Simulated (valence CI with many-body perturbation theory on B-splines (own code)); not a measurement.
Ag7+: calculation against measured levels

Level of theory: configuration interaction combined with many-body perturbation theory (CI+MBPT): four valence electrons over a frozen Dirac-Fock core [Kr], a basis of 7 s, 7 p, 8 d, 6 f, 4 g, 1 h functions for each j, with the one-electron correlation potential Σ1, the two-electron term Σ2, the three-electron term Σ3, Breit, model QED; selected CI, second order for the rest (own B-spline code, finite nucleus).

Set against measurement, 28 paired levels are off by 387 cm⁻¹ on average, the worst by 1220. These come from a selection out of Atoms 5, 11 (2017), spectra Ag VII to Ag IX. Levels without a partner in it may be off by more, other configurations by 1,000 to 8,000 cm⁻¹. The list stops below the first excitations out of the core.

Measured levels: Atoms 5, 11 (2017), spectra Ag VII to Ag IX. Pairs share parity and J, and are chosen by configuration, term and nearness in energy; levels without a clear partner are left out. Energies in cm⁻¹ above the measured ground level.

Names give the largest LS component (configuration and term), which can be under half, so a name can repeat, a term be missing and a line seem to break the LS rules; names also repeat where a configuration has a term twice. Letters in brackets count levels of one name in rising energy.

| Computed label | Label in the source | Measured | Computed | Difference |
| --- | --- | --- | --- | --- |
| 4d⁴ ⁵D_0 | 4d4 5D | 0 | 0.0 | 0 |
| 4d⁴ ⁵D_1 | 4d4 5D | 1340 | 1305.4 | -35 |
| 4d⁴ ⁵D_2 | 4d4 5D | 3212 | 3164.4 | -48 |
| 4d⁴ ⁵D_3 | 4d4 5D | 5292 | 5235.0 | -57 |
| 4d⁴ ⁵D_4 | 4d4 5D | 7443 | 7392.4 | -51 |
| 4d⁴ ³P_0 [a] | 4d4 3P | 21309 | 21841.2 | +532 |
| 4d⁴ ³H_4 | 4d4 3H | 23302 | 22643.7 | -658 |
| 4d⁴ ³H_5 | 4d4 3H | 26250 | 25442.4 | -808 |
| 4d⁴ ³P_1 [a] | 4d4 3P | 26526 | 26937.8 | +412 |
| 4d⁴ ³G_3 | 4d4 3G | 26967 | 26817.2 | -150 |
| 4d⁴ ³F_2 [a] | 4d4 3F | 28051 | 28089.4 | +38 |
| 4d⁴ ³H_6 | 4d4 3H | 28185 | 27300.5 | -885 |
| 4d⁴ ³F_4 [a] | 4d4 | 29555 | 29288.2 | -267 |
| 4d⁴ ³P_2 [a] | 4d4 3P | 32134 | 32581.7 | +448 |
| 4d⁴ ³G_4 | 4d4 3G | 32698 | 32525.0 | -173 |
| 4d⁴ ³F_3 [a] | 4d4 3F | 32926 | 32773.5 | -153 |
| 4d⁴ ³G_5 | 4d4 3G | 35077 | 34661.3 | -416 |
| 4d⁴ ³D_3 | 4d4 3D | 36879 | 37419.8 | +541 |
| 4d⁴ ³D_2 | 4d4 3D | 38402 | 38846.6 | +445 |
| 4d⁴ ³D_1 | 4d4 3D | 39191 | 39709.5 | +518 |
| 4d⁴ ¹I_6 | 4d4 1I | 39744 | 38523.6 | -1220 |
| 4d⁴ ¹G_4 [a] | 4d4 1G | 43104 | 42998.7 | -105 |
| 4d⁴ ¹F_3 | 4d4 1F | 52004 | 52281.0 | +277 |
| 4d⁴ ³F_4 [b] | 4d4 | 60980 | 61257.8 | +278 |
| 4d⁴ ³F_2 [b] | 4d4 3F | 61644 | 61948.6 | +305 |
| 4d⁴ ³F_3 [b] | 4d4 3F | 62552 | 62880.7 | +329 |
| 4d⁴ ³P_1 [b] | 4d4 3P | 63371 | 64143.0 | +772 |
| 4d⁴ ¹G_4 [b] | 4d4 1G | 69584 | 69602.8 | +19 |
| 4d⁴ ¹D_2 [b] | 4d4 | 88586 | 89474.9 | +889 |

Over 28 excited levels the mean absolute difference is 387 cm⁻¹, the median 317 and the largest 1220. The comparison draws on a selection of the measured levels: 29 of the 68 computed ones have a partner in it, and others may be off by more.
